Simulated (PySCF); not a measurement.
H3Si, SMILES [SiH3+], charge +1. Atoms are numbered in the order given.

```xyz
4

Si     0.0000     0.0000     0.0000
H      1.4722     0.0000     0.0000
H     -0.7361     1.2750     0.0000
H     -0.7361    -1.2750     0.0000
```
Charge +1, spin multiplicity 1.

Geometry: PBE0-D3(BJ)/def2-TZVPD.

Computed with KT2/pcSseg-2 (PySCF).

GIAO shieldings, no solvent; atoms alike by connectivity are averaged. δ = σ(ref) − σ: ²⁹Si against TMS (σ = 351.7 ppm); ¹H against TMS (σ = 31.47 ppm), references at their B3LYP-D3(BJ)/def2-TZVP geometries, non-relativistic.

| nucleus | atoms | count | δ (ppm) |
|---|---|---|---|
| ²⁹Si | Si1 | 1 | 362.2 |
| ¹H | H2, H3, H4 | 3 | 8.67 |
